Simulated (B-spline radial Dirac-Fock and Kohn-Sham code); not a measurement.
How the levels of lead move as electrons are removed

Level of theory: Dirac-Fock ΔSCF + Breit + QED; a radial finite-basis atomic code. Each ion is free and in its tabulated ground configuration. The model has no electron correlation.

Reference: Pb⁵⁴⁺, [Ar] 3d10, with 1s 91174.9 eV, 2p1/2 18308.1 eV, 2p3/2 16130.6 eV, 3s 6765.8 eV, 3p3/2 5966.8 eV, Kα1 (K-L3) 75044.3 eV, Kβ1 (K-M3) 85208.2 eV, Lℓ (L3-M1) 9364.8 eV. Shifts from it, in eV (a dash: the subshell is empty, belongs to an open shell averaged over j, or its hole state is left out as unreliable):

| ion | configuration | 1s | 2p1/2 | 2p3/2 | 3s | 3p3/2 | Kα1 | Kβ1 | Lℓ |
| --- | --- | --- | --- | --- | --- | --- | --- | --- | --- |
| Pb⁵⁵⁺ | [Ar] 3d9 | +188.3 | +184.2 | +182.0 | +137.0 | +133.9 | +6.37 | +54.47 | +44.94 |
| Pb⁵⁶⁺ | [Ar] 3d8 | +379.1 | +370.5 | +366.1 | +275.3 | +269.0 | +13.05 | +110.12 | +90.79 |
| Pb⁵⁷⁺ | [Ar] 3d7 | +572.3 | +559.1 | +552.3 | +414.7 | +405.4 | +20.05 | +166.95 | +137.55 |
| Pb⁵⁸⁺ | [Ar] 3d6 | ? | ? | ? | ? | ? | ? | ? | ? |

Problem. Give the missing shifts for Pb⁵⁸⁺.

Solution. 1s +768.0, 2p1/2 +750.0, 2p3/2 +740.6, 3s +555.4, 3p3/2 +543.0, Kα1 +27.37, Kβ1 +224.96, Lℓ +185.23 (eV).

Over this range K (1s) moves by +768.0 eV and Kα1 by +27.4 eV: a line is a difference of two levels that shift in the same direction.

Values without a named source are computed, but for edge energies of neutral atoms, which are taken from tables.
